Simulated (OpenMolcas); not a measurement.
**Computed levels of Ta I**

```
Program             : OpenMolcas 26.06
Method              : CASSCF
Basis               : ANO-RCC-VTZP [8s7p5d3f2g1h]
Scalar Hamiltonian  : DKH2, point nucleus
Active space        : 3 electrons in 5 orbitals (5d)
State averaging     : 2S+1 = 4 even, 10 roots; 2S+1 = 2 even, 40 roots
Spin-orbit coupling : RASSI with atomic mean-field integrals over the reference wave functions, term energies averaged over their components
```

Spin-free terms above the lowest, with the occupations of the reference:

| Configuration | Term | E (cm⁻¹) | Occupations |
| --- | --- | --- | --- |
| 5d³ 6s² | ⁴F | 0.0 | 5d 3.00 |
| 5d³ 6s² | ⁴P | 9255 | 5d 3.00 |
| 5d³ 6s² | ²G | 9736 | 5d 3.00 |
| 5d³ 6s² | ²H | 12744 | 5d 3.00 |
| 5d³ 6s² | ²P | 12744 | 5d 3.00 |
| 5d³ 6s² | ²D(1) | 13905 | 5d 3.00 |
| 5d³ 6s² | ²F | 21770 | 5d 3.00 |
| 5d³ 6s² | ²D(2) | 34244 | 5d 3.00 |

With spin-orbit coupling, above the lowest level:

| Configuration | Term | J | E (cm⁻¹) | Measured (cm⁻¹) | g | Term weight % | Second |
| --- | --- | --- | --- | --- | --- | --- | --- |
| 5d³ 6s² | ⁴F | 3/2 | 0.0 | 0.0 | 0.424 | 94 | 5 ²D(1) |
| 5d³ 6s² | ⁴F | 5/2 | 2058 | 2010 | 1.032 | 98 |  |
| 5d³ 6s² | ⁴F | 7/2 | 4255 | 3964 | 1.228 | 97 | 3 ²G |
| 5d³ 6s² | ⁴F | 9/2 | 6323 | 5621 | 1.306 | 88 | 11 ²G |
| 5d³ 6s² | ⁴P | 3/2 | 10532 | 6069 | 1.509 | 60 | 28 ²P |
| 5d³ 6s² | ⁴P | 1/2 | 11270 | 6049 | 2.316 | 82 | 18 ²P |
| 5d³ 6s² | ²G | 7/2 | 13030 |  | 0.903 | 95 | 3 ⁴F |
| 5d³ 6s² | ²H | 9/2 | 13556 |  | 1.032 | 49 | 42 ²G |
| 5d³ 6s² | ⁴P | 5/2 | 14252 | 9253 | 1.580 | 95 | 4 ²D(1) |
| 5d³ 6s² | ²D(1) | 3/2 | 16249 |  | 1.161 | 51 | 32 ⁴P |
| 5d³ 6s² | ²P | 1/2 | 17174 |  | 1.020 | 82 | 18 ⁴P |
| 5d³ 6s² | ²H | 11/2 | 18219 |  | 1.091 | 100 |  |
| 5d³ 6s² | ²H | 9/2 | 19076 |  | 1.016 | 50 | 47 ²G |
| 5d³ 6s² | ²D(1) | 5/2 | 19965 |  | 1.211 | 93 | 4 ⁴P |
| 5d³ 6s² | ²P | 3/2 | 21965 |  | 1.172 | 58 | 33 ²D(1) |
| 5d³ 6s² | ²F | 7/2 | 26169 |  | 1.139 | 98 |  |
| 5d³ 6s² | ²F | 5/2 | 26419 |  | 0.877 | 94 | 5 ²D(2) |
| 5d³ 6s² | ²D(2) | 5/2 | 39355 |  | 1.188 | 93 | 5 ²F |
| 5d³ 6s² | ²D(2) | 3/2 | 39743 |  | 0.801 | 99 |  |

Against the 6 measured excited levels shown (NIST Handbook of Basic Atomic Spectroscopic Data) the mean absolute deviation is 2600 cm-1; the largest miss in energy is 5d³ 6s² ⁴P_1/2: computed 11270, measured 6049 cm⁻¹ (+86.3 %).

Spin-orbit coupling puts the lowest level 4579 cm⁻¹ below the lowest spin-free term.

A least-squares Racah fit to the terms below 60000 cm-1, each weighted by 2L + 1 and with a free common offset, gives B = 602 cm-1 and C = 2393 cm-1 (C/B = 3.97), with an rms deviation of 64 cm-1.

For ⁴F the intervals divided by the larger J are 823.3, 627.5, 459.7 cm-1. Landé's interval rule makes them equal in pure LS coupling; they differ by 57 % of their mean. The multiplet is regular.

Without dynamic correlation excited terms often stand tens of per cent too high (terms of higher spin than the ground term too low), and those without a measured partner can miss by more than the paired ones. With the s shell closed, the reference lacks s² → p², s² → d² and s → d mixing, so excited terms can stand far too high and out of order, with CASPT2 too. Computed and measured levels are paired by configuration, term and J; levels that our copy of the source lacks, or whose pairing is in doubt (as where it misses far off the trend of its configuration), stay unpaired and out of the deviations. Levels of configurations outside the active space are missing.

The RASSCF and RASSI steps took 17 s on 1 thread of AMD EPYC 7R13 Processor (Zen 3), with other jobs on the host; the integral step is not counted.

The term weight is that of the spin-free term in the level, not the purity of its configuration. A number in round brackets counts repeated terms of one configuration in the order of the reference energies.
